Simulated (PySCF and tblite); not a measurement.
The numbers below are computed, except where a source is named.
C6H12O, numbered as in [CH3:1][C@H:2]1[CH2:3][CH2:4][CH2:5][CH2:6][O:7]1.

Conformers came from 90 starts (ETKDG and KDG, MMFF94s, GFN2-xTB); geometries are PBE0-D3(BJ)/def2-SVP. Energies: PBE0-D3(BJ)/def2-TZVP, with GFN2-xTB thermal terms (modes under about 100 cm⁻¹ blended into free rotors). Symmetry numbers and mirror images are counted. Conformers within 4 kcal/mol (GFN2-xTB free energy) were kept, 5 at most. Programs: PySCF with density fitting and tblite.

The 6-ring runs over atoms 2–3–4–5–6–7.

| conformer | shape | symmetry |
| --- | --- | --- |
| 1 | 6-ring chair (all substituents equatorial) | C1 |
| 2 | 6-ring chair (C1 axial) | C1 |

**Question.** Which of these conformers is the most populated at 298.15 K, and with what share?

**Answer.** Conformer 1, about 100 %.

**Question.** Give the DFT energies and free energies relative to the lowest, and all weights.

**Answer.** 
```tsv
conformer	shape	E(DFT) kcal/mol	G(298.15 K) kcal/mol	weight %
1	6-ring chair (all substituents equatorial)	0.00	0.00	99.5
2	6-ring chair (C1 axial)	2.83	3.16	0.5
```

**Question.** How does its share change from 180 K to 400 K?

**Answer.** From 100 % to 98 %; the mixing entropy goes from 0.00 to 0.17 cal/(mol K).
